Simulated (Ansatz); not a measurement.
Cartesian coordinates (Å):
SMILES: C1NCO1
```xyz
9

C     -1.0023     0.2103    -0.0599
N      0.0770    -0.0552     0.9074
C      0.9969     0.0281    -0.2407
O     -0.0678     0.3853    -1.1375
H     -1.5674     1.1260     0.1381
H     -1.6946    -0.6230    -0.2331
H      0.0287    -0.9831     1.3078
H      1.7429     0.8244    -0.1612
H      1.4865    -0.9128    -0.5208
```
Charge 0, spin multiplicity 1.

Level of theory: frozen-core CCSD(T)/cc-pVTZ // B3LYP-D3(BJ)/def2-TZVP run with Ansatz (a quantum-chemistry and plane-wave program).

```
Item                           Result
----------------------  -------------
HF energy               -207.97468 Ha
MP2 correlation energy    -0.77722 Ha
```

Estimate the CCSD correlation energy, the (T) correction, the total energy and the T1 diagnostic.


```
Quantity                         Value
-----------------------  -------------
CCSD correlation energy    -0.80190 Ha
(T) correction             -0.03247 Ha
CCSD(T) total energy     -208.80905 Ha
T1 diagnostic                    0.010
```
